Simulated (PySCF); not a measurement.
Input of a response calculation (the driver script's job line, then coordinates in Å):

```
{"job": {"kind": "uv", "xc": "PBE0", "basis": "def2-SVPD", "nstates": 6, "ntriplets": 2}, "charge": 0, "multiplicity": 1}
C      2.649244    -0.100208    -0.363778
Al     1.052600     0.082999     0.806790
N     -0.664898     0.022377     0.197895
Si    -1.452492    -1.481558    -0.184763
Si    -1.532722     1.519563     0.008485
H      3.580201    -0.192502     0.204857
H      2.575846    -0.988358    -1.003779
H      2.778468     0.750475    -1.043361
H      1.156512     0.281281     2.333760
H     -2.675669    -1.640660     0.605837
H     -0.462108    -2.518248     0.154172
H     -1.789578    -1.536033    -1.610774
H     -1.954235     1.692598    -1.385254
H     -2.712957     1.559534     0.875492
H     -0.552626     2.556730     0.382508
```

Its output, with some lines taken out ([cut]) and without the SCF cycles:

```
converged SCF energy = -919.5386091550

[cut]

Singlet excitations
state   eV       nm        f      main configurations
[cut]
[cut]
  3   5.9996    206.7   0.00213   H-1->L 0.98
  4   6.5078    190.5   0.00816   H->L+3 0.95
[cut]
[cut]

[cut]
```

Level of theory: TDDFT PBE0/def2-SVPD, vertical, gas phase, core orbitals frozen in the response (PySCF 2.14.0, density-fitted response routines). Isolated species at its GFN2-xTB geometry, gas phase. The groups on Al2 and N3 stand twisted against each other at this level; a DFT optimisation may well turn them into one plane, so the geometry is suspect.

Question: Restore the lines that were cut, in order.

Answer: 
```
Static polarisability (au): isotropic 98.412, principal 89.413 97.952 107.870
  1   4.7918    258.7   0.00149   H->L 0.98
  2   5.4872    226.0   0.01510   H->L+1 0.96
  5   6.5909    188.1   0.02367   H->L+2 0.86
  6   6.6242    187.2   0.00706   H-2->L 0.90
Triplet excitations (Tamm-Dancoff, eV): 4.6074 5.1629
```

Question: Which orbital energies lie behind H and L?

Answer: HOMO -7.15 eV and LUMO -1.00 eV, a gap of 6.15 eV; state 1 differs from that by -1.36 eV.

Question: How much of the mean polarisability do the listed states account for?

Answer: The sum over states Σ f/ΔE² (ΔE in hartree) gives 1.13 au, 1% of the total; the rest comes from higher roots of the same response equations.

Question: What transition dipole goes with state 5?

Answer: |μ|² = 3f / (2ΔE) = 3 × 0.0237 / (2 × 0.2422) = 0.147 au, so |μ| = 0.97 D.

Question: Write the structure that the coordinates describe.

Answer: `[CH3][AlH][N]([SiH3])[SiH3]` (CH10AlNSi2), point group C1.

H and L stand for HOMO and LUMO.

On an Intel Xeon at 2.70 GHz with one thread, on a shared host, this took 31 s and 0.81 GiB of memory at its peak.
